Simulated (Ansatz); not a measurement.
`C[Si](F)([SiH3])Cl` → `C[SiH](Cl)[SiH2]F`  (isomerisation)

Program: Ansatz. Geometries: PBE0-D4/def2-TZVP. ΔE: electronic, gas phase. CBS: MP2 limit from def2 TZ/QZ plus the TZ coupled-cluster correction, frozen cores. Functionals use def2-TZVPP. B3LYP here is the variant with VWN-RPA as its local correlation; programs differ in this. One conformer a species, not always the lowest.

`C[Si](F)([SiH3])Cl`:

```xyz
11

C    -1.126   -0.387    1.305
Si   -0.627    0.031   -0.427
F    -1.450    1.325   -0.888
Si    1.654    0.431   -0.772
Cl   -1.190   -1.506   -1.673
H    -2.202   -0.569    1.353
H    -0.608   -1.286    1.646
H    -0.880    0.435    1.981
H     2.417   -0.791   -0.405
H     1.897    0.758   -2.200
H     2.113    1.560    0.081
```

`C[SiH](Cl)[SiH2]F`:

Cartesian coordinates in Å:
```
C 1.266 0.332 1.179
Si 0.500 -0.598 -0.240
Cl 0.008 -2.518 0.368
Si -1.544 0.296 -0.961
F -1.346 1.823 -1.427
H 0.575 0.396 2.022
H 2.179 -0.163 1.515
H 1.519 1.348 0.863
H 1.467 -0.733 -1.361
H -2.092 -0.468 -2.111
H -2.530 0.285 0.152
```

| level | ΔE (kJ/mol) |
| --- | --- |
| B3LYP-D4 | 24.3 |
| r2SCAN0-D4 | 26.5 |
| CAM-B3LYP-D4 | 24.8 |
| PBE | 25.2 |
| BLYP | 22.5 |
| r2SCANh | 26.9 |
| MP2/def2-TZVPP | 23.6 |
| SCS-MP2/def2-QZVPP | 20.8 |

Question: What does CCSD(T)/CBS give? (Best estimate.)

Answer: The calculation gave: +23.6 kJ/mol. The listed levels differ from it by 0.7, 2.9, 1.2, 1.6, -1.1, 3.3, 0.0, -2.8 kJ/mol.

Question: What do rigid-rotor, harmonic-oscillator terms from PBE0-D4/def2-TZVP frequencies (298.15 K, 1 bar) make of the CCSD(T)/CBS value? (An estimate is asked.)

Answer: Computed: ΔZPE = +2.4 kJ/mol, ΔH = +25.3 kJ/mol, ΔS = 3 J/(mol·K), ΔG = +24.3 kJ/mol. Modes under 50 cm⁻¹ make the entropy rough.

Largest T1 diagnostic among the species: 0.011.

Leaving LDA and LC-ωPBE aside and taking each functional with its dispersion term where it has one, the values, not all of them listed here, spread over 5.1 kJ/mol, from B2PLYP to B97M-V. LDA lies +5.2 kJ/mol from PBE without D4. In def2-TZVPP, CCSD(T) changes the Hartree–Fock value by +5.7 kJ/mol (the triples alone add +1.0 kJ/mol) and MP2 by +4.4 kJ/mol.

CCSD(T)/CBS has its own doubt, a few kJ/mol and more with outer-core shells, so smaller differences from it don't rank the levels.
